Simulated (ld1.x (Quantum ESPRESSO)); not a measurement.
**Pseudopotential generation for Er (Z = 68): PAW, LDA (PZ), fully relativistic.**

Input for ld1.x (Quantum ESPRESSO) 7.5:

```
&input
   title='Er', zed=68., rel=2, dft='PZ', iswitch=3,
   config='[Xe] 4f12 5d0 6s0 6p0', rel_dist='average',
   nld=7, rlderiv=3.85, eminld=-7.0, emaxld=5.0, deld=0.02
 /
 &inputp
   pseudotype=3, lpaw=.true., tm=.true., lloc=-2, rcloc=2.05,
   nlcc=.true., new_core_ps=.true., rcore=1.05,
   which_augfun='BESSEL', rmatch_augfun=0.85,
   file_pseudopw='Er.UPF', file_wfcaegen='ae.wfc', file_wfcncgen='nc.wfc', file_beta='beta', file_chi='chi', file_wfcusgen='us.wfc'
 /
8
5S  1  0   2.00   0.00  1.60  1.70  0.0
6S  2  0   0.00   0.00  1.60  1.70  0.0
5P  2  1   6.00   0.00  1.90  2.15  0.0
6P  3  1   0.00   0.00  1.90  2.15  0.0
5D  3  2   0.00   0.00  2.85  3.55  0.0
5D  3  2   0.00   1.95  2.85  3.55  0.0
4F  4  3  12.00   0.00  1.05  1.45  0.0
4F  4  3   0.00   2.90  1.05  1.45  0.0
 &test
   configts(1)='4f12 5s2 5p6 5d0 6s0 6p0'
 /
```

Command:

```bash
ld1.x < Er.in > Er.out
```

Resulting log (shortened: banner, matrices, multipoles, cross overlaps and the repeated all-electron block are left out):

```
Program LD1 v.7.5
     --------------------------- All-electron run ----------------------------

     Er
     dirac relativistic calculation

     atomic number is 68.00
     dft =PZ   lsd =0 sic =0 latt =0  beta=0.20 tr2=1.0E-14
     Exchange-correlation= PZ
                           (   1   1   0   0   0   0   0)
     mesh =1267 r(mesh) = 100.03222 a.u. xmin = -7.00 dx = 0.01250
     1 Ry =  13.60569312 eV, c = 137.03599908

     n l j   nl                  e(Ry)          e(Ha)          e(eV)
     Spin orbit split results
     1 0 0.5 1S 1( 2.00)     -4209.4088     -2104.7044    -57271.9250
     2 0 0.5 2S 1( 2.00)      -707.7248      -353.8624     -9629.0862
     2 1 0.5 2P 1( 2.00)      -674.3498      -337.1749     -9174.9970
     2 1 1.5 2P 1( 4.00)      -607.0330      -303.5165     -8259.1044
     3 0 0.5 3S 1( 2.00)      -159.3418       -79.6709     -2167.9556
     3 1 0.5 3P 1( 2.00)      -144.6722       -72.3361     -1968.3661
     3 1 1.5 3P 1( 4.00)      -130.5384       -65.2692     -1776.0655
     4 0 0.5 4S 1( 2.00)       -32.2323       -16.1162      -438.5434
     4 1 0.5 4P 1( 2.00)       -26.3732       -13.1866      -358.8258
     4 1 1.5 4P 1( 4.00)       -23.1787       -11.5894      -315.3628
     3 2 1.5 3D 1( 4.00)      -105.3723       -52.6862     -1433.6633
     3 2 2.5 3D 1( 6.00)      -102.2806       -51.1403     -1391.5980
     5 0 0.5 5S 1( 2.00)        -4.8860        -2.4430       -66.4771
     5 1 0.5 5P 1( 2.00)        -3.2994        -1.6497       -44.8904
     5 1 1.5 5P 1( 4.00)        -2.8985        -1.4492       -39.4355
     4 2 1.5 4D 1( 4.00)       -13.5215        -6.7608      -183.9700
     4 2 2.5 4D 1( 6.00)       -12.9413        -6.4706      -176.0747
     4 3 2.5 4F 1( 5.14)        -1.3481        -0.6740       -18.3413
     4 3 3.5 4F 1( 6.86)        -1.2680        -0.6340       -17.2518
     5 2 1.5 5D 1( 0.00)        -1.0204        -0.5102       -13.8827
     5 2 2.5 5D 1( 0.00)        -0.9935        -0.4968       -13.5173
     6 0 0.5 6S 1( 0.00)        -1.0943        -0.5472       -14.8892
     6 1 0.5 6P 1( 0.00)        -0.7824        -0.3912       -10.6448
     6 1 1.5 6P 1( 0.00)        -0.7313        -0.3656        -9.9493
     Averaged results
     1 0     1S 1( 2.00)     -4209.4088     -2104.7044    -57271.9250
     2 0     2S 1( 2.00)      -707.7248      -353.8624     -9629.0862
     2 1     2P 1( 6.00)      -629.4719      -314.7360     -8564.4019
     3 0     3S 1( 2.00)      -159.3418       -79.6709     -2167.9556
     3 1     3P 1( 6.00)      -135.2497       -67.6248     -1840.1657
     4 0     4S 1( 2.00)       -32.2323       -16.1162      -438.5434
     4 1     4P 1( 6.00)       -24.2436       -12.1218      -329.8505
     3 2     3D 1(10.00)      -103.5173       -51.7586     -1408.4241
     5 0     5S 1( 2.00)        -4.8860        -2.4430       -66.4771
     5 1     5P 1( 6.00)        -3.0321        -1.5160       -41.2538
     4 2     4D 1(10.00)       -13.1734        -6.5867      -179.2328
     4 3     4F 1(12.00)        -1.3023        -0.6512       -17.7187
     5 2     5D 1( 0.00)        -1.0042        -0.5021       -13.6635
     6 0     6S 1( 0.00)        -1.0943        -0.5472       -14.8892
     6 1     6P 1( 0.00)        -0.7483        -0.3742       -10.1811

     final scf error:  4.8E-15 reached in  27 iterations

     Etot =  -26181.501837 Ry,  -13090.750919 Ha, -356217.479493 eV

     Ekin =   28896.388169 Ry,   14448.194084 Ha,  393155.389787 eV
     Encl =  -64733.539444 Ry,  -32366.769722 Ha, -880744.672441 eV
     Eh   =   10196.879130 Ry,    5098.439565 Ha,  138735.608249 eV
     Exc  =    -541.229691 Ry,    -270.614846 Ha,   -7363.805088 eV

     normalization and overlap integrals

     s(1S/1S) =  1.000000  <r> =   0.0204  <r2> =    0.0006  r(max) =   0.0128
     s(2S/2S) =  1.000000  <r> =   0.0859  <r2> =    0.0088  r(max) =   0.0738
     s(2P/2P) =  1.000000  <r> =   0.0715  <r2> =    0.0063  r(max) =   0.0553
     s(2P/2P) =  1.000000  <r> =   0.0788  <r2> =    0.0076  r(max) =   0.0611
     s(3S/3S) =  1.000000  <r> =   0.2251  <r2> =    0.0580  r(max) =   0.2081
     s(3P/3P) =  1.000000  <r> =   0.2148  <r2> =    0.0537  r(max) =   0.1955
     s(3P/3P) =  1.000000  <r> =   0.2285  <r2> =    0.0605  r(max) =   0.2081
     s(4S/4S) =  1.000000  <r> =   0.5084  <r2> =    0.2921  r(max) =   0.4750
     s(4P/4P) =  1.000000  <r> =   0.5173  <r2> =    0.3050  r(max) =   0.4750
     s(4P/4P) =  1.000000  <r> =   0.5491  <r2> =    0.3434  r(max) =   0.5056
     s(3D/3D) =  1.000000  <r> =   0.2013  <r2> =    0.0477  r(max) =   0.1641
     s(3D/3D) =  1.000000  <r> =   0.2056  <r2> =    0.0496  r(max) =   0.1683
     s(5S/5S) =  1.000000  <r> =   1.2522  <r2> =    1.7678  r(max) =   1.1113
     s(5P/5P) =  1.000000  <r> =   1.4114  <r2> =    2.2674  r(max) =   1.2129
     s(5P/5P) =  1.000000  <r> =   1.5205  <r2> =    2.6321  r(max) =   1.3073
     s(4D/4D) =  1.000000  <r> =   0.5777  <r2> =    0.3880  r(max) =   0.5056
     s(4D/4D) =  1.000000  <r> =   0.5890  <r2> =    0.4032  r(max) =   0.5184
     s(4F/4F) =  1.000000  <r> =   0.8094  <r2> =    0.8899  r(max) =   0.5056
     s(4F/4F) =  1.000000  <r> =   0.8285  <r2> =    0.9394  r(max) =   0.5120
     s(5D/5D) =  1.000000  <r> =   2.3755  <r2> =    6.6321  r(max) =   1.8552
     s(5D/5D) =  1.000000  <r> =   2.4327  <r2> =    6.9489  r(max) =   1.9261
     s(6S/6S) =  1.000000  <r> =   3.2609  <r2> =   11.9065  r(max) =   2.9095
     s(6P/6P) =  1.000000  <r> =   3.9186  <r2> =   17.2679  r(max) =   3.4660
     s(6P/6P) =  1.000000  <r> =   4.1521  <r2> =   19.3802  r(max) =   3.6895

     ------------------------ End of All-electron run ------------------------

     --------------------- Generating PAW atomic setup --------------------

      Generating local potential from pseudized AE potential:
      Matching radius rcloc =   2.0500
      Enforcing V''(0)=0 (lloc=-2)

      Local pseudo, rcloc= 2.025 Estimated cut-off energy=     7.65 Ry

      Computing core charge for nlcc:

       r > 1.06 : true rho core
      Core charge pseudized with two Bessel functions
      Integrated core pseudo-charge :  12.17

     Fully relativistic calculation: |psi|^2

     Wfc 5S LC norm =  0.99969643 SC norm =  0.00030357 missing  0.00000000
     Speed at rcutus      0.558 a.u.,  v/c =  0.004069,  (v/c)^2 = -0.00001655

     Wfc 6S LC norm =  0.99995044 SC norm =  0.00004835 missing  0.00000121
     Speed at rcutus      0.308 a.u.,  v/c =  0.002244,  (v/c)^2 =  0.00000504

     Wfc 5P LC norm =  0.99976270 SC norm =  0.00023730 missing  0.00000000
     Speed at rcutus      0.327 a.u.,  v/c =  0.002384,  (v/c)^2 = -0.00000569

     Wfc 5P LC norm =  0.99979513 SC norm =  0.00020486 missing  0.00000001
     Speed at rcutus      0.144 a.u.,  v/c =  0.001048,  (v/c)^2 = -0.00000110

     Wfc 6P LC norm =  0.99996400 SC norm =  0.00003575 missing  0.00000025
     Speed at rcutus      0.363 a.u.,  v/c =  0.002646,  (v/c)^2 =  0.00000700

     Wfc 6P LC norm =  0.99996698 SC norm =  0.00003024 missing  0.00000277
     Speed at rcutus      0.242 a.u.,  v/c =  0.001768,  (v/c)^2 =  0.00000312

     Wfc 5D LC norm =  0.99991995 SC norm =  0.00008001 missing  0.00000005
     Speed at rcutus      0.230 a.u.,  v/c =  0.001676,  (v/c)^2 =  0.00000281

     Wfc 5D LC norm =  0.99992401 SC norm =  0.00007504 missing  0.00000095
     Speed at rcutus      0.246 a.u.,  v/c =  0.001798,  (v/c)^2 =  0.00000323

     Wfc 4F LC norm =  0.99935932 SC norm =  0.00064068 missing  0.00000000
     Speed at rcutus      0.899 a.u.,  v/c =  0.006559,  (v/c)^2 =  0.00004302

     Wfc 4F LC norm =  0.99937672 SC norm =  0.00062326 missing  0.00000002
     Speed at rcutus      0.929 a.u.,  v/c =  0.006783,  (v/c)^2 =  0.00004601
      Wfc-us  5S rcutus= 1.700  Estimated cut-off energy=    18.15 Ry
      Wfc-us  6S rcutus= 1.700  Estimated cut-off energy=    33.92 Ry
      Wfc-us  5P rcutus= 2.129  Estimated cut-off energy=    18.65 Ry
      Wfc-us  5P rcutus= 2.129  Estimated cut-off energy=    18.38 Ry
      Wfc-us  6P rcutus= 2.129  Estimated cut-off energy=    34.44 Ry
      Wfc-us  6P rcutus= 2.129  Estimated cut-off energy=    32.85 Ry
      Wfc-us  5D rcutus= 3.510  Estimated cut-off energy=     9.65 Ry
      Wfc-us  5D rcutus= 3.510  Estimated cut-off energy=     9.63 Ry
      Wfc-us  5D rcutus= 3.510  Estimated cut-off energy=    11.58 Ry
      Wfc-us  5D rcutus= 3.510  Estimated cut-off energy=    11.42 Ry
      Wfc-us  4F rcutus= 1.463  Estimated cut-off energy=    74.64 Ry
      Wfc-us  4F rcutus= 1.463  Estimated cut-off energy=    74.52 Ry
      Wfc-us  4F rcutus= 1.463  Estimated cut-off energy=    66.59 Ry
      Wfc-us  4F rcutus= 1.463  Estimated cut-off energy=    66.43 Ry

     Required augmentation: BESSEL   radius:    0.850000
     Suggested rho cutoff for augmentation: 211.63 Ry

     Estimated PAW energy = -871.430451 Ryd

     ------------------- End of pseudopotential generation -------------------

     Computing logarithmic derivative in   3.85458
     Computing logarithmic derivative in   3.85458
     Computing the partial wave expansion
     R is outside the sphere for l=    0 j= 0.50
     R is outside the sphere for l=    0 j= 0.50
     R is outside the sphere for l=    1 j= 0.50
     R is outside the sphere for l=    1 j= 0.50
     R is outside the sphere for l=    1 j= 1.50
     R is outside the sphere for l=    1 j= 1.50
     R is outside the sphere for l=    2 j= 1.50
     R is outside the sphere for l=    2 j= 1.50
     R is outside the sphere for l=    2 j= 2.50
     R is outside the sphere for l=    2 j= 2.50
     R is outside the sphere for l=    3 j= 2.50
     R is outside the sphere for l=    3 j= 2.50
     R is outside the sphere for l=    3 j= 3.50
     R is outside the sphere for l=    3 j= 3.50

     ---------------------- Testing the pseudopotential ----------------------

     Er
     dirac relativistic calculation

     atomic number is 68.00   valence charge is 22.00
     dft = SLA  PZ   NOGX NOGC   lsd =0 sic =0 latt =0  beta=0.20 tr2=1.0E-14
     mesh =1267 r(mesh) = 100.03222 xmin = -7.00 dx = 0.01250

     n l  j  nl             e AE (Ry)       e PS (Ry)    De AE-PS (Ry)
     4 3 2.5 4F   1( 5.14)       -1.34806       -1.34806        0.00000
     4 3 3.5 4F   1( 6.86)       -1.26798       -1.26798        0.00000
     1 0 0.5 5S   1( 2.00)       -4.88598       -4.88598       -0.00000
     2 1 0.5 5P   1( 2.00)       -3.29938       -3.29938        0.00000
     2 1 1.5 5P   1( 4.00)       -2.89845       -2.89845        0.00000
     3 2 1.5 5D   1( 0.00)       -1.02036       -1.02036        0.00000
     3 2 2.5 5D   1( 0.00)       -0.99351       -0.99351        0.00000
     2 0 0.5 6S   1( 0.00)       -1.09433       -1.09433       -0.00000
     3 1 0.5 6P   1( 0.00)       -0.78238       -0.78237       -0.00001
     3 1 1.5 6P   1( 0.00)       -0.73126       -0.73126       -0.00000

     eps = 1.2E-15  iter =  7

     Etot =  -26181.501837 Ry,  -13090.750919 Ha, -356217.479493 eV
     Etotps =  -871.430454 Ry,    -435.715227 Ha,  -11856.415330 eV

     Ekin =     721.613877 Ry,     360.806938 Ha,    9818.056962 eV
     Encl =   -1403.244296 Ry,    -701.622148 Ha,  -19092.111267 eV
     Ehrt =     351.429653 Ry,     175.714826 Ha,    4781.444008 eV
     Ecxc =    -541.229687 Ry,    -270.614844 Ha,   -7363.805034 eV
     (Ecc =     -31.400772 Ry,     -15.700386 Ha,    -427.229266 eV)

     ---------------------- End of pseudopotential test ----------------------
```

Generation and configuration tests took about 7.5 s on one core of a shared server CPU.
